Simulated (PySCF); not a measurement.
Species: C6H10O2Si.
SMILES: `CC(=O)O[SiH]1CC=CC1`

The closed-shell ground state was solved at several levels (PySCF, density fitting, gas phase, non-relativistic). Isolated species at its PBE0-D3(BJ)/def2-SVP geometry (one conformer only).

| level | basis functions | HOMO (eV) | LUMO (eV) | gap (eV) | dipole (D) |
| --- | --- | --- | --- | --- | --- |
| B3LYP/def2-SVPD | 270 | -6.97 | -0.30 | 6.67 | 1.81 |
| PBE0/pcSseg-1 | 210 | -7.17 | 0.10 | 7.27 | 1.74 |

(1) What might PBE/pcSseg-1 (210 basis functions) give for the same quantities?

(2) Over all these levels, which gives the widest orbital gap and which the narrowest?

(3) How far do the dipole and the HOMO energy spread over the levels?

Answers

(1) HOMO -6.04 eV, LUMO -1.01 eV, gap 5.03 eV, dipole 1.68 D.

(2) PBE0/pcSseg-1 (global hybrid, 25 % exact exchange) has the widest, 7.27 eV, and PBE/pcSseg-1 (GGA) the narrowest, 5.03 eV. The two share the basis. From the narrowest to the widest the HOMO moves by -1.13 eV and the LUMO by +1.11 eV.

(3) The dipole runs from 1.68 to 1.81 D (mean 1.74 D) and the HOMO from -7.17 to -6.04 eV.
